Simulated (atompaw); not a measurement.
## How hard is this Ni PAW (atompaw) potential?

```
Element                 : Ni
Generator               : atompaw 4.2.0.5
Type                    : PAW
Functional              : PBE
Relativity              : scalar-relativistic
Frozen core             : [Ar]
Valence charge          : 10
Reference configuration : 3d8 4s1.5 4p0.5
Partial waves           : 4s (bound): rc 2.20 bohr; 4s channel at 2.45 Ry: rc 2.10 bohr; 4p (bound): rc 2.20 bohr; 4p channel at 4.55 Ry: rc 2.20 bohr; 3d (bound): rc 0.90 bohr; 3d channel at -0.3 Ry: rc 0.90 bohr
Local potential         : bessel scheme, radius 2.05 bohr
Core correction         : smooth core density matched at 1.55 bohr
Augmentation charge     : besselshape compensation charge, radius 1.75 bohr; PAW radius 2.20 bohr; waves and projectors: custom polynom vanderbiltortho
```

The pseudo-atom Hamiltonian at the reference potential is diagonalised in spherical Bessel functions j_l(qr) that vanish at 20 bohr, with q² up to the cutoff. All-electron valence levels (Ry): 4s -0.4638, 4p -0.1257, 3d -0.7275.

Task: How do the lowest levels (Ry) of each channel move with the cutoff, and are there ghosts?

Result:

```csv
cutoff (Ry),s #1,s #2,p #1,p #2,d #1,f #1,f #2,Σ f·Δε (mRy)
8,-0.4619,-0.0207,-0.1245,0.0270,0.0400,0.0951,0.2196,6143.2
15,-0.4638,-0.0209,-0.1257,0.0267,0.0395,0.0951,0.2196,6136.1
25,-0.4638,-0.0209,-0.1257,0.0267,0.0387,0.0951,0.2196,6129.3
35,-0.4638,-0.0209,-0.1257,0.0267,0.0361,0.0951,0.2196,6108.3
50,-0.4638,-0.0209,-0.1257,0.0267,-0.1609,0.0951,0.2196,4532.2
70,-0.4638,-0.0209,-0.1257,0.0267,-0.5581,0.0951,0.2196,1354.8
100,-0.4638,-0.0209,-0.1257,0.0267,-0.7149,0.0951,0.2196,100.6
140,-0.4638,-0.0209,-0.1257,0.0267,-0.7242,0.0951,0.2196,26.0
180,-0.4638,-0.0209,-0.1257,0.0267,-0.7263,0.0951,0.2196,9.0
260,-0.4638,-0.0209,-0.1257,0.0267,-0.7273,0.0951,0.2196,1.3
400,-0.4638,-0.0209,-0.1257,0.0267,-0.7275,0.0951,0.2196,0.0
```

Result: no extra level below or beside the all-electron valence levels (s, p, d, f tested); 10 mRy is reached at 180 Ry and 1 mRy at 300 Ry.
